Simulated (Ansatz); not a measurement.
C₂H₇AlN₂Si. Total charge 0; spin multiplicity 1. The bonds changed during the relaxation, so this is another structure than the one it started from. The structure was optimised at the PBE0-D4/def2-TZVP level. It is one conformer, not always the lowest.

```xyz
13

C    -0.472   -1.803   -1.229
C    -0.086   -0.675   -0.649
N    -0.747    0.571   -0.548
Si    1.022    0.155    0.572
N     0.895   -0.612    2.078
Al    0.215    2.213   -0.564
H    -1.384   -1.866   -1.815
H     0.126   -2.700   -1.134
H    -1.739    0.519   -0.347
H     1.202   -0.181    2.935
H     0.435   -1.497    2.220
H     1.044    2.582   -1.863
H    -0.512    3.294    0.344
```

What is the dipole moment at PBE/def2-TZVPP? (Estimate.)

The calculation gave: 3.62 D, with components (-0.83, -2.36, 2.62) D in this frame, pointing from negative to positive charge.

And with r2SCAN, B3LYP, ωB97M-V? (Best estimate.)

Computed: r2SCAN 3.72 D, B3LYP 3.55 D, ωB97M-V 3.54 D.

Give the Mulliken charges with PBE, r2SCAN, ωB97M-V in def2-TZVPP. (Estimate.)

The calculation gave: 
| atom | PBE | r2SCAN | ωB97M-V |
| --- | --- | --- | --- |
| C1 | -0.28 | -0.29 | -0.29 |
| C2 | 0.01 | -0.01 | 0.01 |
| N3 | -0.17 | -0.24 | -0.24 |
| Si4 | 0.19 | 0.28 | 0.25 |
| N5 | -0.36 | -0.43 | -0.33 |
| Al6 | 0.24 | 0.40 | 0.28 |
| H7 | 0.08 | 0.08 | 0.10 |
| H8 | 0.09 | 0.08 | 0.10 |
| H9 | 0.14 | 0.14 | 0.11 |
| H10 | 0.16 | 0.17 | 0.13 |
| H11 | 0.16 | 0.17 | 0.13 |
| H12 | -0.13 | -0.18 | -0.12 |
| H13 | -0.14 | -0.18 | -0.13 |

B3LYP here is the variant with VWN-RPA as its local correlation; programs differ in this.
